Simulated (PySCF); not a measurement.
## C5H5N2Si: g tensor and hyperfine couplings

Compound: C5H5N2Si (doublet state).
Cartesian coordinates in Å at the GFN2-xTB level; atoms count from 1:
```
atom  x, y, z in Å
N1    -3.6938   -0.3219    0.8097
C2    -2.7618    0.2327    0.4423
Si3   -1.2471    1.1491   -0.1560
C4    -0.0339   -0.2155   -0.3820
C5     0.5749   -1.3805    0.2488
C6     1.4128   -0.4370   -0.6012
C7     2.3221    0.4461    0.0414
N8     3.0344    1.1653    0.5765
H9    -0.9173    2.1484    0.8659
H10   -1.5464    1.7498   -1.4565
H11    0.3784   -2.3644   -0.1598
H12    0.7138   -1.3890    1.3245
H13    1.7595   -0.7825   -1.5713
```

The hyperfine couplings belong to this conformer and change with its torsions.

Identity: `[C@@H]1(C[C]1[SiH2]C#N)C#N` [radical].

The calculation used PySCF 2.14.0, UKS B3LYP, pcH-1 on C H N Si, non-relativistic, mean-field spin-orbit, GIAO. Geometry: GFN2-xTB, one conformer, isolated molecule. Couplings are sensitive to structure, and on GFN2-xTB geometries they can be far from those on DFT ones. No stability test was run, so a lower SCF solution isn't excluded.

| Item | Value |
| --- | --- |
| g1, g2, g3 | 2.00214, 2.00275, 2.00291 |
| g_iso | 2.00260 |
| Form of g | rhombic: the two nearest values differ by 21 % of g3 − g1 |
| ⟨S²⟩ | 0.7539 (exact 0.7500) |
| HOMO–LUMO gap, α and β orbitals | 6.42, 5.11 eV |
| Total energy | -592.44557 Eh |

Isotropic coupling and dipolar principal values T1 to T3, in MHz; ρ(0) is the spin density at the nucleus:

| atom | isotope | a_iso | of which spin–orbit | T1 | T2 | T3 | Mulliken spin population | ρ(0) (bohr⁻³) |
| --- | --- | --- | --- | --- | --- | --- | --- | --- |
| N1 | 14N | -0.1 | 0.0 | -0.3 | 0.0 | 0.3 | 0.00 | -0.0003 |
| C2 | 13C | 0.2 | 0.0 | -0.7 | -0.6 | 1.4 | 0.00 | 0.0002 |
| Si3 | 29Si | 31.4 | -0.1 | -2.3 | -1.2 | 3.5 | -0.03 | -0.0354 |
| C4 | 13C | 154.0 | -0.1 | -76.7 | -72.5 | 149.2 | 0.95 | 0.1370 |
| C5 | 13C | -26.2 | 0.0 | -4.3 | 0.5 | 3.7 | -0.06 | -0.0233 |
| C6 | 13C | -19.4 | 0.0 | -3.2 | -0.1 | 3.4 | -0.05 | -0.0173 |
| C7 | 13C | 36.2 | 0.0 | -2.7 | -1.6 | 4.4 | 0.01 | 0.0322 |
| N8 | 14N | 0.5 | 0.0 | -1.1 | -0.5 | 1.6 | 0.01 | 0.0016 |
| H9 | 1H | 84.4 | 0.0 | -3.2 | -1.3 | 4.5 | 0.05 | 0.0189 |
| H10 | 1H | 26.8 | 0.0 | -3.6 | -2.3 | 6.0 | 0.01 | 0.0060 |
| H11 | 1H | 98.4 | 0.0 | -5.4 | -3.9 | 9.4 | 0.04 | 0.0220 |
| H12 | 1H | 85.2 | 0.0 | -4.8 | -2.6 | 7.4 | 0.03 | 0.0191 |
| H13 | 1H | 75.7 | 0.0 | -5.2 | -3.7 | 9.0 | 0.03 | 0.0169 |

Largest spin populations (Mulliken): C4 (+0.95) and C5 (-0.06). No atom but C4 exceeds +0.15. The angles at C4 add up to 347.6°, so it is slightly pyramidal.

Under fast tumbling the dipolar parts average out, and these isotropic splittings remain: 1 × 1H (H11, I = 1/2, 2 lines) with 3.51 mT, 1 × 1H (H12, I = 1/2, 2 lines) with 3.04 mT, 1 × 1H (H9, I = 1/2, 2 lines) with 3.01 mT, 1 × 1H (H13, I = 1/2, 2 lines) with 2.70 mT and 1 × 1H (H10, I = 1/2, 2 lines) with 0.96 mT.

The 13C coupling of C4 (154.0 MHz) shows only in satellite lines or after enrichment, since that isotope makes up about 1.07 % of natural carbon.

The 29Si coupling of Si3 (31.4 MHz) shows only in satellite lines or after enrichment, since that isotope makes up about 4.7 % of natural silicon.

Hardware: one thread, AMD EPYC 7R43 (x86_64), shared host with 256 logical CPUs at a one-minute load of 96. Cost: 60 s wall (grids of density and orbitals included), 0.93 GiB resident at most.
